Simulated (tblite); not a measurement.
Compound: C₇H₁₁O₂ (charge -1).
SMILES with atom numbers: `[CH3:1][CH2:2]/[C:3]([CH3:4])=[C:5](\[CH3:6])[C:7](=[O:8])[O-:9]` (hydrogens: H10, H11, H12 on C1; H13, H14 on C2; H15, H16, H17 on C4; H18, H19, H20 on C6)

Computed geometry: GFN2-xTB, gas phase.

List the bond lengths, angles and torsions at this level.

| bond | length (bohr) | order |
| --- | --- | --- |
| C1–C2 | 2.889 | single |
| C2–C3 | 2.869 | single |
| C3–C4 | 2.842 | single |
| C3=C5 | 2.515 | double |
| C5–C6 | 2.837 | single |
| C5–C7 | 2.962 | single |
| C7=O8, C7–O9 | 2.344 | double/single |
| C1–H10, C1–H11, C1–H12 | 2.058 | single |
| C2–H13, C2–H14 | 2.068 | single |
| C4–H15, C4–H16, C4–H17 | 2.061 | single |
| C6–H18, C6–H19, C6–H20 | 2.062 | single |

Bonds in one row agree within 0.02 bohr and their mean is given. Orders are formal, as drawn. A selection of angles:
| angle | degrees |
| --- | --- |
| C1–C2–C3 | 111.6 |
| C2–C3–C4 | 113.7 |
| C2–C3–C5 | 123.8 |
| C4–C3–C5 | 122.5 |
| C3–C5–C6 | 124.1 |
| C3–C5–C7 | 123.5 |
| C6–C5–C7 | 112.3 |
| C5–C7–O8 | 114.0 |
| C5–C7–O9 | 117.3 |
| O8–C7–O9 | 128.7 |

Torsions: C1–C2–C3–C4 98° (anticlinal); C2–C3–C5–C6 -1° (synperiplanar); C3–C5–C7–O8 131° (anticlinal). The mirror-image conformer, all signs reversed, is as good.

C3 (fully substituted alkene carbon) is planar (angles 123.8°, 122.5° and 113.7°, sum 360.0°, 0.00 Å off the plane of its three neighbours). C5 (fully substituted alkene carbon) is planar (angles 124.1°, 123.5° and 112.3°, sum 359.9°, 0.03 Å off the plane of its three neighbours). C7 (carboxylate carbon) is planar (angles 128.7°, 117.3° and 114.0°, sum 360.0°, 0.00 Å off the plane of its three neighbours). Of the pairs four or more bonds apart, O9···H17 is among the closest relative to their van der Waals radii: 2.12 Å, 78 % of the sum of Bondi's values. The C–C distances run from 1.331 Å (C3=C5, drawn double) to 1.567 Å (C5–C7, drawn single), a spread of 0.236 Å.

Point group: C1 (no symmetry element, even within 0.4 Å). Its GFN2-xTB frequencies are all real (lowest 42 cm⁻¹).
